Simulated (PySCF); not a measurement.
Compound: C₇H₁₁O₃ (charge -1).
SMILES with atom numbers: `[CH3:1][O:2][CH2:3][CH2:4]/[C:5]([O-:6])=[CH:7]/[C:8]([CH3:9])=[O:10]` (hydrogens: H11, H12, H13 on C1; H14, H15 on C3; H16, H17 on C4; H18 on C7; H19, H20, H21 on C9)

Computed with PBE0-D3(BJ)/def2-SVP geometry optimisation, gas phase in PySCF.

(1) List the bond lengths, angles and torsions at this level.

Answers

(1) 
| bond | length (Å) |
| --- | --- |
| C1–O2 | 1.385 |
| O2–C3 | 1.416 |
| C3–C4 | 1.517 |
| C4–C5 | 1.542 |
| C5–O6 | 1.249 |
| C5=C7 | 1.409 |
| C7–C8 | 1.431 |
| C8–C9 | 1.524 |
| C8=O10 | 1.239 |
| C1–H11, C1–H12, C1–H13 | 1.107 |
| C3–H14, C3–H15 | 1.104 |
| C4–H16, C4–H17 | 1.103 |
| C7–H18 | 1.094 |
| C9–H19, C9–H20, C9–H21 | 1.100 |

Bonds in one row agree within 0.01 Å and their mean is given. A selection of angles:
| angle | degrees |
| --- | --- |
| C1–O2–C3 | 113.8 |
| O2–C3–C4 | 115.0 |
| C3–C4–C5 | 109.7 |
| C4–C5–O6 | 115.6 |
| C4–C5–C7 | 116.2 |
| O6–C5–C7 | 128.3 |
| C5–C7–C8 | 126.9 |
| C7–C8–C9 | 118.1 |
| C7–C8–O10 | 123.5 |
| C9–C8–O10 | 118.5 |

Torsions: C1–O2–C3–C4 -78° (synclinal); O2–C3–C4–C5 172° (antiperiplanar); C3–C4–C5–O6 -53° (synclinal); C4–C5–C7–C8 -179° (antiperiplanar); C5–C7–C8–C9 0° (synperiplanar). The mirror-image conformer, all signs reversed, is as good.

Of the pairs four or more bonds apart, O6···C9 is among the closest relative to their van der Waals radii: 2.85 Å, 89 % of the sum of Bondi's values. The 5 C–C bonds span 1.409 Å (C5=C7, drawn double in one of several resonance forms) to 1.542 Å (C4–C5, drawn single), a spread of 0.133 Å. O2 (ether oxygen) is bent (angle 113.8°). The C–O distances run from 1.239 Å (C8=O10, drawn double) to 1.416 Å (O2–C3, drawn single), a spread of 0.177 Å. C7 (carbon bonded to 2 C and H) is planar (angles 126.9°, 118.5° and 114.6°, sum 360.0°, 0.00 Å off the plane of its three neighbours). C8 (ketone carbonyl carbon) is planar (angles 123.5°, 118.5° and 118.1°, sum 360.0°, 0.00 Å off the plane of its three neighbours). C5 (vinylic carbon bearing oxygen) is planar (angles 128.3°, 116.2° and 115.6°, sum 360.0°, 0.00 Å off the plane of its three neighbours).

Point group: C1 (no symmetry element, even within 0.4 Å). Stationary, but not proved a minimum. The geometry's basis has no diffuse functions, a weakness for an anion.
